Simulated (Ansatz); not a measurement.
System: H2SiO, charge 1, doublet. H2SiO+ (parent SMILES O=[SiH2], doublet).
B3LYP-D3(BJ)/def2-TZVP minimum from Ansatz (a quantum-chemistry and plane-wave program):
```xyz
4

Si     0.0888    -0.4751     0.0041
O     -0.2062     1.1037    -0.0096
H     -1.1059    -1.3344    -0.0090
H      1.5130    -0.8447     0.0280
```
Charge +1, spin multiplicity 2.

Total energies in aug-cc-pV(T+d)Z, 11 correlated electrons, 6 frozen orbitals. Radicals and triplets start from unrestricted determinants; spin-orbit coupling is neglected. Cores are frozen in correlated methods. No relativity. The spin of H2OSi+ (parent SMILES O=[SiH2], doublet) was assumed, and the state is the lowest solution found for it.

| method | program | energy (Eh) | minus CCSDT(Q) (mEh) |
|---|---|---|---|
| HF | Ansatz | -364.67160 | 326.64 |
| MP2 | Ansatz | -364.95745 | 40.79 |
| CCSD | Ansatz | -364.98591 | 12.33 |
| CCSD(T) | Ansatz | -364.99643 | 1.81 |
| CCSDT(Q) | Ansatz | -364.99824 | 0.00 |

Rough core times of Ansatz's runs on a shared machine: CCSD(T) 80 s, CCSDT(Q) 2 h.
